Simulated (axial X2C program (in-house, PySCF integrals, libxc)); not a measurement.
**TcBr: cheaper levels and CCSD(T), 2c**

Computed with an in-house all-electron X2C program for linear molecules (integrals from PySCF). Two-component (2c) means X2C with spin–orbit coupling and atomic mean-field two-electron Coulomb and Gaunt terms. Basis: Tc dyall-cv3z [12s12p8d5f3g], Br dyall-cv3z [8s9p6d4f1g] (cores contracted in-house); Gaussian nuclei, density fitting, unrestricted open shells. Masses: Tc 98.907 u, Br 78.918 u.

State: Ω = 3 (⟨Sz⟩ = 3.00, ⟨Lz⟩ = 0.00 at HF); fragments Tc + Br.

```tsv
level	Re (Å)	ωe (cm⁻¹)	De (eV)
PBE0	2.492	243.1	3.41
HF	2.594	226.4	2.80
MP2	2.511	243.7	3.19
CCSD	2.521	241.8	2.94
PBE	2.492	236.8	3.37
```

Correlated methods: 14 electrons correlated (number of frozen shells: Tc 4 s, 3 p, 1 d; Br 3 s, 2 p, 1 d), 296 virtual spin orbitals or spinors in MP2, 90 natural virtuals in coupled cluster.

CCSD(T), same Hamiltonian and basis:

Re = 2.516 Å, ωe = 242.9 cm⁻¹, De = 2.94 eV; T1 = 0.016 (Lee–Taylor normalisation).

Task: Give the differences from CCSD(T) in the columns below.

Result: 

| level | ΔRe (Å) | Δωe (cm⁻¹) | ΔDe (eV) |
| --- | --- | --- | --- |
| PBE0 | -0.024 | 0.2 | 0.47 |
| HF | 0.078 | -16.5 | -0.14 |
| MP2 | -0.005 | 0.8 | 0.25 |
| CCSD | 0.005 | -1.1 | 0.00 |
| PBE | -0.024 | -6.1 | 0.43 |

One determinant describes the state; a PBE0 search over occupations chose it and may have missed a lower one. Dissociation energies refer to the lowest single-determinant-based atoms at the same level and basis. Density functionals use the spin component along the axis (collinear). Coupled cluster ran in a truncated set of natural virtual spinors; the MP2 energy of the rest was added. (T) has no such correction and the atoms are truncated less, which lowers De at CCSD(T) by a hundredth of an eV or more. Other states lie close and PBE0, whose exact exchange favours high spin, may order them wrongly; the determinant shown need not be the ground state. The nearest other 2c determinant of the search, Ω = 2, lies 0.29 eV up at the distance of the search. The functionals have no current-density term, which raises determinants with orbital currents, atoms included. With several unpaired electrons one determinant need not be a pure state. Open-shell Ω = 0 determinants with evenly filled partner blocks cannot be reached by this program, so the Ω shown need not be the lowest component. At some level and bond length an empty orbital lies below a filled one.
